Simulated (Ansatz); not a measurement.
`C[S][Zn][S]C` + `C=CC(C)C` → `C=C(C)C(C)C` + `C[S][Zn][SH]`  (formal exchange of groups at a C–S bond)

Program: Ansatz. Geometries: PBE0-D4/def2-TZVP. ΔE: electronic, gas phase. CCSD(T)/CBS is the MP2 limit (def2-TZVPP, def2-QZVPP) plus CCSD(T) − MP2 in def2-TZVPP, frozen cores. Functionals use def2-TZVPP. For Zn outer-core shells are correlated without core-valence functions, which leaves a few kJ/mol of doubt a bond. Scalar relativity is left out up to krypton. One conformer a species, not always the lowest.

```json
{"level": "r2SCAN-D4", "ΔE (eV)": "-0.38"}
{"level": "PBE0", "ΔE (eV)": "-0.36"}
{"level": "HF/def2-TZVPP", "ΔE (eV)": "-0.36"}
{"level": "CCSD(T)/def2-TZVPP", "ΔE (eV)": "-0.42"}
```

What does CCSD(T)/CBS give? (Best estimate.)

Computed: -0.39 eV. The listed levels differ from it by 0.01, 0.03, 0.03, -0.03 eV.

Largest T1 diagnostic among the species: 0.014.

From PBE to PBE0 (25 % exact exchange), in def2-TZVPP and without D4, ΔE moves by −0.03 eV. In def2-TZVPP, CCSD(T) changes the Hartree–Fock value by −0.06 eV (the triples alone add +0.00 eV) and MP2 by −0.07 eV. The D4 term adds −0.04 eV with B3LYP and −0.03 eV with PBE0; it sums over pairs of atoms, weighted by their polarisabilities, and B3LYP, whose exchange is more repulsive, gets the larger term.

B3LYP here is the variant with VWN-RPA as its local correlation; programs differ in this.
